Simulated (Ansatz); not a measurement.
C3H5F3Ge, SMILES `C=C[CH2][Ge]([F])([F])[F]` at its PBE0-D4/def2-TZVP geometry, where that method's forces vanish. Charge 0, multiplicity 1.

```
atom   x (Å)   y (Å)   z (Å)
  C1  -2.008  -0.312  -0.506
  C2  -0.761  -0.754  -0.425
  C3   0.445   0.078  -0.706
 Ge4   1.405   0.499   0.916
  F5   2.935   1.220   0.629
  F6   0.571   1.590   1.940
  F7   1.722  -0.886   1.877
  H8  -2.234   0.709  -0.797
  H9  -2.847  -0.958  -0.280
 H10  -0.575  -1.780  -0.122
 H11   1.161  -0.438  -1.352
 H12   0.187   1.031  -1.173
```

Q: For each bond, give half the difference of the two atoms' forces along it (eV/Å; positive pushes the atoms apart) under PBE-D4, r2SCAN-D4, B3LYP-D4, ωB97M-V in def2-TZVPP. (Estimate.)

A: Computed: 
```json
{"bond": "C1–C2", "length (Å)": "1.325", "PBE-D4": "0.39", "r2SCAN-D4": "0.19", "B3LYP-D4": "0.08", "ωB97M-V": "-0.06"}
{"bond": "C1–H8", "length (Å)": "1.085", "PBE-D4": "0.02", "r2SCAN-D4": "-0.06", "B3LYP-D4": "-0.07", "ωB97M-V": "-0.04"}
{"bond": "C1–H9", "length (Å)": "1.083", "PBE-D4": "0.00", "r2SCAN-D4": "-0.08", "B3LYP-D4": "-0.08", "ωB97M-V": "-0.05"}
{"bond": "C2–C3", "length (Å)": "1.492", "PBE-D4": "-0.19", "r2SCAN-D4": "0.01", "B3LYP-D4": "0.12", "ωB97M-V": "0.32"}
{"bond": "C2–H10", "length (Å)": "1.087", "PBE-D4": "0.04", "r2SCAN-D4": "-0.06", "B3LYP-D4": "-0.12", "ωB97M-V": "-0.11"}
{"bond": "C3–Ge4", "length (Å)": "1.931", "PBE-D4": "-0.17", "r2SCAN-D4": "0.01", "B3LYP-D4": "0.01", "ωB97M-V": "-0.16"}
{"bond": "C3–H11", "length (Å)": "1.094", "PBE-D4": "0.09", "r2SCAN-D4": "-0.03", "B3LYP-D4": "-0.12", "ωB97M-V": "-0.11"}
{"bond": "C3–H12", "length (Å)": "1.092", "PBE-D4": "0.10", "r2SCAN-D4": "-0.03", "B3LYP-D4": "-0.11", "ωB97M-V": "-0.10"}
{"bond": "Ge4–F5", "length (Å)": "1.716", "PBE-D4": "0.48", "r2SCAN-D4": "0.04", "B3LYP-D4": "0.20", "ωB97M-V": "0.07"}
{"bond": "Ge4–F6", "length (Å)": "1.713", "PBE-D4": "0.50", "r2SCAN-D4": "0.04", "B3LYP-D4": "0.22", "ωB97M-V": "0.08"}
{"bond": "Ge4–F7", "length (Å)": "1.715", "PBE-D4": "0.50", "r2SCAN-D4": "0.03", "B3LYP-D4": "0.22", "ωB97M-V": "0.08"}
```

B3LYP here is the variant with VWN-RPA as its local correlation; programs differ in this.
